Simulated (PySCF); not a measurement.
How methods differ on the ionisation energy of As

As [Ar] 3d10 4s2 4p3 (4S) → As⁺ [Ar] 3d10 4s2 4p2 (3P), as a difference of total energies. All numbers are calculated (PySCF 2.14, scalar relativity by spin-free X2C-1e, in cc-pVDZ-DK (5s4p2d, 27 functions)). Correlated levels: valence: [Ar] 3d10 frozen. The calculations carry no spin-orbit coupling.

```json
{"method": "UHF", "ionisation energy (eV)": "9.425", "error (eV)": "-0.583"}
{"method": "PBE0", "ionisation energy (eV)": "9.934", "error (eV)": "-0.074"}
{"method": "r2SCAN", "ionisation energy (eV)": "10.097", "error (eV)": "+0.089"}
{"method": "MP2 (valence)", "ionisation energy (eV)": "9.753", "error (eV)": "-0.255"}
{"method": "SCS-MP2 (valence)", "ionisation energy (eV)": "9.636", "error (eV)": "-0.372"}
{"method": "CCSD (valence)", "ionisation energy (eV)": "9.704", "error (eV)": "-0.304"}
{"method": "CCSD(T) (valence)", "ionisation energy (eV)": "9.707", "error (eV)": "-0.301"}
```

Reference: 10.008 eV (measured; NIST levels, between the centres of gravity of the two terms).

Errors of the correlated levels include the incompleteness of this basis and the frozen core.
